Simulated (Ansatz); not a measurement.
All numbers were calculated with Ansatz.

Basis-set series for CH₅BO₂Te (`C[Te]B(O)O`). The species carries charge 0 and has multiplicity 1. Te: def2 effective core potential. The structure was optimised at the PBE0-D4/def2-TZVP level. It is one conformer, not always the lowest.

Z-matrix (Å, degrees):
```
C
Te 1 2.142
H 1 1.086 2 109.1
H 1 1.088 2 107.1 3 -119.5
H 1 1.086 2 109.1 3 120.9
B 2 2.177 1 95.1 3 -60.5
O 6 1.357 2 117.9 1 -0.1
O 6 1.364 2 123.1 1 179.9
H 7 0.963 6 111.8 2 -180.0
H 8 0.958 6 115.2 2 -0.1
```

| functional | basis | functions | energy (Eh) | HOMO (eV) | LUMO (eV) |
| --- | --- | --- | --- | --- | --- |
| PBE0-D4 | def2-SVP | 107 | -484.16021 | -5.90 | -0.13 |
| PBE0-D4 | def2-QZVPP | 460 | -484.44211 | -6.08 | -0.60 |
| ωB97M-V | def2-SVP | 107 | -484.27158 | -7.94 | 1.77 |
| ωB97M-V | def2-QZVPP | 460 | -484.56159 | -8.15 | 0.93 |

Problem. Give the rows for def2-TZVPP. (Best estimate.)

Solution. The calculation gave: 
```
functional       basis  functions  energy (Eh)  HOMO (eV)  LUMO (eV)
   PBE0-D4  def2-TZVPP        244   -484.42767      -6.06      -0.49
   ωB97M-V  def2-TZVPP        244   -484.54751      -8.12       1.19
```

Positive LUMOs are unbound and depend on the basis.
